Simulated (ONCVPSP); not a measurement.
Reading a pseudo-wave (carbon)

Columns: radius, all-electron u(r) and pseudo u(r) of the 2s shell (level -25.67 eV) of carbon in the configuration [He] 2s2 2p1; Wu-Cohen, scalar-relativistic, ONCV scheme, ONCVPSP 4.0.1.

```csv
r (bohr),all-electron,pseudo
0.123,-0.3722,0.0608
0.245,-0.2669,0.1384
0.368,-0.0172,0.2435
0.490,0.2417,0.3715
0.613,0.4641,0.5112
0.735,0.6327,0.6423
0.858,0.7503,0.7495
0.980,0.8206,0.8200
1.103,0.8531,0.8530
1.225,0.8557,0.8556
1.348,0.8362,0.8361
1.470,0.8013,0.8013
1.593,0.7557,0.7557
1.715,0.7042,0.7042
1.838,0.6490,0.6490
1.960,0.5933,0.5933
2.083,0.5379,0.5379
2.205,0.4849,0.4849
2.328,0.4345,0.4344
2.450,0.3879,0.3879
2.573,0.3447,0.3447
2.695,0.3057,0.3057
2.818,0.2702,0.2702
2.940,0.2386,0.2386
3.063,0.2100,0.2100
3.185,0.1847,0.1847
```

Problem. How many radial nodes do the two functions have?

Solution. The all-electron 2s function has n − l − 1 = 1; the pseudo-wave has 0, since the states of the same l below it are removed with the core.

Problem. At about which radius was the pseudo-wave matched?

Solution. 1.10 bohr, where the columns begin to agree (steps of 0.12 bohr).

Problem. Where does each function peak?

Solution. Outermost all-electron maximum near 1.23 bohr, pseudo maximum near 1.23 bohr (to the table’s step).

Problem. Is the pseudo-wave norm-conserving?

Solution. Yes: the ONCV scheme keeps the norm inside the radius equal to the all-electron one, which fixes the energy derivative of the logarithmic derivative at the level.
